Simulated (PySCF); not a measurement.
**Atomic charges against the basis set**

Compound: C3H4BCl2N.
Z-matrix (Å and degrees, PBE0-D3(BJ)/def2-SVP geometry), rows numbered from 1:
```
C 
C   1  1.3379
C   2  1.4700  1  125.01
N   3  1.2815  2  124.33  1   179.11
B   3  1.5806  2  123.18  1     1.45
Cl  5  1.7490  3  120.18  2    63.12
Cl  5  1.7400  3  120.40  2  -118.70
H   1  1.0924  2  121.23  3   179.29
H   1  1.0940  2  121.84  3    -1.47
H   2  1.0984  1  119.77  3  -179.16
H   4  1.0290  3  110.84  2    -1.49
```

PBE0 throughout (PySCF), one geometry, spherical d and f functions. Isolated species at its PBE0-D3(BJ)/def2-SVP geometry (one conformer only). Atoms taken as equivalent share a column and are averaged. The first 7 of 10 kinds of atom are listed.

Mulliken charges (e):

```json
{"basis": "STO-3G", "functions": "47", "C1": "-0.150", "C2": "-0.094", "C3": "+0.012", "N4": "-0.286", "B5": "+0.343", "Cl6/Cl7": "-0.138", "H8": "+0.097"}
{"basis": "6-31G", "functions": "79", "C1": "-0.345", "C2": "-0.122", "C3": "+0.057", "N4": "-0.503", "B5": "+0.058", "Cl6/Cl7": "+0.018", "H8": "+0.183"}
{"basis": "pcSseg-0", "functions": "79", "C1": "-0.400", "C2": "-0.236", "C3": "-0.102", "N4": "-0.557", "B5": "+0.588", "Cl6/Cl7": "-0.157", "H8": "+0.245"}
{"basis": "6-31G*", "functions": "114", "C1": "-0.386", "C2": "-0.145", "C3": "+0.170", "N4": "-0.566", "B5": "+0.154", "Cl6/Cl7": "-0.050", "H8": "+0.194"}
{"basis": "cc-pVDZ", "functions": "126", "C1": "-0.014", "C2": "-0.089", "C3": "0.000", "N4": "-0.180", "B5": "+0.178", "Cl6/Cl7": "-0.061", "H8": "+0.059"}
{"basis": "def2-SVP", "functions": "126", "C1": "-0.060", "C2": "-0.042", "C3": "-0.013", "N4": "-0.161", "B5": "+0.094", "Cl6/Cl7": "-0.044", "H8": "+0.067"}
{"basis": "aug-cc-pVDZ", "functions": "205", "C1": "+0.451", "C2": "+1.480", "C3": "+0.154", "N4": "-0.354", "B5": "+0.452", "Cl6/Cl7": "-0.246", "H8": "-0.403"}
{"basis": "6-311+G(2d,p)", "functions": "229", "C1": "-0.330", "C2": "-0.217", "C3": "+0.138", "N4": "-0.399", "B5": "+0.526", "Cl6/Cl7": "-0.147", "H8": "+0.136"}
{"basis": "def2-TZVP", "functions": "253", "C1": "-0.237", "C2": "-0.180", "C3": "+0.100", "N4": "-0.306", "B5": "+0.188", "Cl6/Cl7": "-0.080", "H8": "+0.144"}
{"basis": "cc-pVTZ", "functions": "274", "C1": "-0.246", "C2": "-0.110", "C3": "+0.068", "N4": "-0.259", "B5": "+0.167", "Cl6/Cl7": "-0.058", "H8": "+0.134"}
{"basis": "IGLO-III", "functions": "303", "C1": "-0.190", "C2": "-0.100", "C3": "+0.243", "N4": "-0.454", "B5": "+0.151", "Cl6/Cl7": "-0.073", "H8": "+0.121"}
{"basis": "pcSseg-2", "functions": "322", "C1": "-0.027", "C2": "-0.110", "C3": "+0.070", "N4": "-0.298", "B5": "+0.357", "Cl6/Cl7": "-0.124", "H8": "+0.071"}
```

IAO charges (e):

| basis | functions | C1 | C2 | C3 | N4 | B5 | Cl6/Cl7 | H8 |
| --- | --- | --- | --- | --- | --- | --- | --- | --- |
| STO-3G | 47 | -0.232 | -0.163 | -0.040 | -0.263 | +0.074 | +0.003 | +0.147 |
| 6-31G | 79 | -0.276 | -0.166 | +0.020 | -0.388 | +0.132 | -0.020 | +0.169 |
| pcSseg-0 | 79 | -0.261 | -0.170 | +0.010 | -0.369 | +0.138 | -0.023 | +0.164 |
| 6-31G* | 114 | -0.266 | -0.161 | +0.034 | -0.399 | +0.164 | -0.033 | +0.162 |
| cc-pVDZ | 126 | -0.273 | -0.162 | +0.035 | -0.397 | +0.167 | -0.034 | +0.162 |
| def2-SVP | 126 | -0.264 | -0.159 | +0.031 | -0.394 | +0.162 | -0.029 | +0.158 |
| aug-cc-pVDZ | 205 | -0.282 | -0.165 | +0.041 | -0.422 | +0.172 | -0.034 | +0.168 |
| 6-311+G(2d,p) | 229 | -0.281 | -0.165 | +0.041 | -0.423 | +0.166 | -0.031 | +0.167 |
| def2-TZVP | 253 | -0.281 | -0.164 | +0.041 | -0.421 | +0.170 | -0.032 | +0.167 |
| cc-pVTZ | 274 | -0.282 | -0.165 | +0.040 | -0.418 | +0.173 | -0.035 | +0.167 |
| IGLO-III | 303 | -0.283 | -0.165 | +0.041 | -0.424 | +0.163 | -0.029 | +0.168 |
| pcSseg-2 | 322 | -0.281 | -0.165 | +0.040 | -0.421 | +0.169 | -0.032 | +0.168 |

Hirshfeld charges (e):

```csv
basis,functions,C1,C2,C3,N4,B5,Cl6/Cl7,H8
STO-3G,47,-0.036,-0.033,+0.012,-0.184,+0.306,-0.129,+0.037
6-31G,79,-0.067,-0.049,+0.006,-0.222,+0.172,-0.054,+0.061
pcSseg-0,79,-0.063,-0.048,-0.004,-0.206,+0.149,-0.041,+0.059
6-31G*,114,-0.068,-0.047,+0.012,-0.223,+0.187,-0.063,+0.059
cc-pVDZ,126,-0.070,-0.048,+0.002,-0.204,+0.161,-0.048,+0.058
def2-SVP,126,-0.072,-0.049,-0.002,-0.213,+0.153,-0.037,+0.058
aug-cc-pVDZ,205,-0.076,-0.054,-0.008,-0.221,+0.169,-0.039,+0.062
"6-311+G(2d,p)",229,-0.072,-0.053,-0.009,-0.221,+0.162,-0.038,+0.061
def2-TZVP,253,-0.074,-0.052,-0.004,-0.220,+0.166,-0.042,+0.061
cc-pVTZ,274,-0.074,-0.050,-0.001,-0.216,+0.166,-0.045,+0.061
IGLO-III,303,-0.077,-0.054,-0.010,-0.225,+0.159,-0.030,+0.061
pcSseg-2,322,-0.076,-0.052,-0.004,-0.223,+0.170,-0.041,+0.062
```

ESP-fitted charges (e):

```csv
basis,functions,C1,C2,C3,N4,B5,Cl6/Cl7,H8
STO-3G,47,-0.335,-0.133,+0.300,-0.601,+0.482,-0.210,+0.159
6-31G,79,-0.402,-0.250,+0.466,-0.748,+0.268,-0.137,+0.217
pcSseg-0,79,-0.442,-0.273,+0.469,-0.777,+0.380,-0.177,+0.234
6-31G*,114,-0.347,-0.280,+0.451,-0.658,+0.123,-0.079,+0.199
cc-pVDZ,126,-0.321,-0.284,+0.442,-0.606,+0.069,-0.059,+0.187
def2-SVP,126,-0.315,-0.296,+0.479,-0.641,+0.046,-0.050,+0.185
aug-cc-pVDZ,205,-0.338,-0.304,+0.471,-0.645,+0.088,-0.064,+0.199
"6-311+G(2d,p)",229,-0.347,-0.321,+0.502,-0.657,+0.030,-0.044,+0.204
def2-TZVP,253,-0.348,-0.304,+0.486,-0.651,+0.044,-0.048,+0.202
cc-pVTZ,274,-0.336,-0.298,+0.465,-0.631,+0.061,-0.054,+0.196
IGLO-III,303,-0.328,-0.315,+0.495,-0.645,+0.017,-0.037,+0.196
pcSseg-2,322,-0.361,-0.287,+0.474,-0.665,+0.102,-0.068,+0.204
```

Some averages cover members that differ in this geometry, most widely: Cl6/Cl7, Mulliken in def2-SVP -0.059 to -0.030 e.

Question: Which scheme is steadiest as the basis changes?

Answer: Largest range over the bases for any column: Hirshfeld 0.16 e, IAO 0.16 e, ESP-fitted 0.46 e, Mulliken 1.72 e. Hirshfeld and IAO charges move least and Mulliken charges most, counted in e. Without the minimal STO-3G basis the ranges are Hirshfeld 0.04, IAO 0.05, ESP-fitted 0.36, Mulliken 1.72 e.

Question: How much do the charges still move between the two largest bases, IGLO-III and pcSseg-2?

Answer: At most, over all atoms: Mulliken 0.207 e, IAO 0.006 e, Hirshfeld 0.012 e, ESP-fitted 0.085 e.

Question: What do the same runs give for the total energy, the frontier levels and the dipole moment?

Answer: 
| basis | energy (Eh) | HOMO (eV) | LUMO (eV) | μ (D) |
| --- | --- | --- | --- | --- |
| STO-3G | -1103.7968 | -5.49 | 0.22 | 2.92 |
| 6-31G | -1116.0934 | -7.60 | -1.91 | 3.50 |
| pcSseg-0 | -1114.7271 | -7.72 | -2.07 | 3.60 |
| 6-31G* | -1116.1830 | -7.67 | -1.76 | 3.05 |
| cc-pVDZ | -1116.2528 | -7.67 | -1.74 | 2.76 |
| def2-SVP | -1115.8002 | -7.65 | -1.76 | 2.77 |
| aug-cc-pVDZ | -1116.2692 | -7.90 | -2.02 | 2.92 |
| 6-311+G(2d,p) | -1116.3091 | -7.91 | -2.03 | 2.94 |
| def2-TZVP | -1116.3254 | -7.86 | -1.96 | 2.89 |
| cc-pVTZ | -1116.3343 | -7.83 | -1.92 | 2.85 |
| IGLO-III | -1116.3227 | -7.88 | -1.99 | 2.84 |
| pcSseg-2 | -1116.3433 | -7.90 | -2.02 | 2.96 |

The dipole is fixed by the density alone, so its range of 0.84 D shows that the density itself changes with the basis, not only its division among atoms.
